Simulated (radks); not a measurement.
The nickel ion Ni2+, 26 electrons, occupied as [Ar] 3d8. All-electron calculation, scalar-relativistic Kohn-Sham, BLYP, spin-polarised, spherical densities, point nucleus; open shells are filled with parallel spins first. Program: a radial shooting solver on a logarithmic mesh with Libxc functionals.

Normalised radial functions P(r) = r R(r), r in bohr:

```
   r/bohr * 2p down, o 3s up, + 3d up (the largest magnitude, 2.06, reaches the edge; | marks zero, & curves that meet)
 0.002582                             &o
 0.003701                             & o
 0.005348                             & o
 0.007665                             &  o
  0.01107                             +*  o
    0.016                             + *  o
  0.02293                             +  * o
  0.03314                             +    o*
  0.04788                             +   o     *
  0.06862                             o+              *
  0.09915                         o   |+                     *
   0.1421                     o       |  +                       *
   0.2053                     o       |    +                    *
   0.2967                             o       +          *
   0.4252                             |        * o+
   0.6144                             |  *         +   o
   0.8877                             *           +o
    1.272                             *     o  +
    1.838                             * o  +
    2.635                             & +
    3.807                             &+
```

2p down: eigenvalue -864.02 eV, 0 radial nodes, <r> = 0.215 bohr, 90 % of the charge inside 0.352 bohr. 3s up: eigenvalue -131.59 eV, 2 radial nodes at r = 0.0703, 0.300 bohr, <r> = 0.740 bohr, 90 % of the charge inside 1.11 bohr. 3d up: eigenvalue -29.287 eV, 0 radial nodes, <r> = 0.962 bohr, 90 % of the charge inside 1.67 bohr.
